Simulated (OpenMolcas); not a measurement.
Exact exchange and the HOMO–LUMO gap of SiF4

SiF4: 5 atoms, total charge 0, spin state singlet. As SMILES, `F[Si](F)(F)F`. The shape is that of a PBE0-D4/def2-TZVP optimisation.

The HOMO–LUMO gap y, in eV, basis 6-311+G(d,p); a is the functional's share of exact exchange. Programs: OpenMolcas 26.06.

```
functional     program     a  y (eV)
      BLYP  OpenMolcas     0    9.32
      TPSS  OpenMolcas     0    9.75
     B3LYP  OpenMolcas   0.2       ?
      PBE0  OpenMolcas  0.25   12.43
     BHLYP  OpenMolcas   0.5   15.09
```

Fit y = c + s·a to the known rows and predict B3LYP.


1. Means of the 4 rows: a = 0.1875, y = 11.648.
2. Σ(Δa)² = 0.17188, Σ(Δa·Δy) = 1.9169, so the slope is 1.9169/0.17188 = 11.153.
3. Intercept: 11.648 − (11.153) × 0.1875 = 9.557. The largest residual of the fit is 0.24.
4. B3LYP: 9.557 + (11.153) × 0.2 = 11.79 eV.

The run gave 11.74 eV, so the prediction is off by +0.05 eV, within the scatter of the fit. Exact exchange lowers occupied levels and raises empty ones. The rows mix families of semi-local functionals, which the line can't see.
